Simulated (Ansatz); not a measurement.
A single point on `P[O][SbH2]`.

```yaml
crystal:
  periodic: [false, false, false]
  atoms:
    - {symbol: P, position_ang: [-0.806748, 0.288563, -1.360578]}
    - {symbol: O, position_ang: [-0.314245, 0.132802, 0.195725]}
    - {symbol: Sb, position_ang: [1.617978, 0.272883, 0.628863]}
    - {symbol: H, position_ang: [-1.610782, -0.885068, -1.473371]}
    - {symbol: H, position_ang: [-1.952148, 1.113619, -1.156248]}
    - {symbol: H, position_ang: [1.281387, 0.428211, 2.299788]}
    - {symbol: H, position_ang: [1.845757, -1.419010, 0.820124]}
basis:
  gaussian: {orbitals: def2-QZVPP}
correlation: {method: mp2}
```

```sh
$ ansatz run in.yaml --threads 2 --pin off --events-out ev --progress --plain --max-ram 4352MiB
```

It prints (some lines left out):

```
Functional definition: HF
1972 factors; integrals over basis functions are off by at most 9.7e-4 eV
mean field evaluation 1: about -17881.5055 eV, gradient 3.6e1 eV
mean field evaluation 2: about -17881.6409 eV, gradient 3.7e1 eV
mean field evaluation 4: about -17884.5215 eV, gradient 3.6e0 eV
mean field evaluation 8: about -17884.5877 eV, gradient 3.2e-1 eV
mean field evaluation 16: about -17884.5883 eV, gradient 1.9e-6 eV
mean field -17884.58834744 eV, -657.2464991589 hartree, gradient 1.9e-6 eV, S^2 0.000000; 0 other end points of the search recorded, 0 dependent functions left out
10 core orbitals not correlated: weight in the atoms' cores, before any rotation towards them, 1.000 or more for the frozen orbitals, at most 0.000 for the correlated occupied ones
reference -17884.58834744 eV, -657.2464991589 hartree; 15, 15 occupied and 304, 304 virtual orbitals, 1972 factors
second order -27.69615553 eV of doubles, -0.00000000 eV of singles
Total energy: -17912.28450297 eV, -658.2643141015 hartree
```

Hardware: 2 threads of an AMD EPYC 7B13 on a shared host. Wall time 12 s, peak host memory 1.2 GiB.
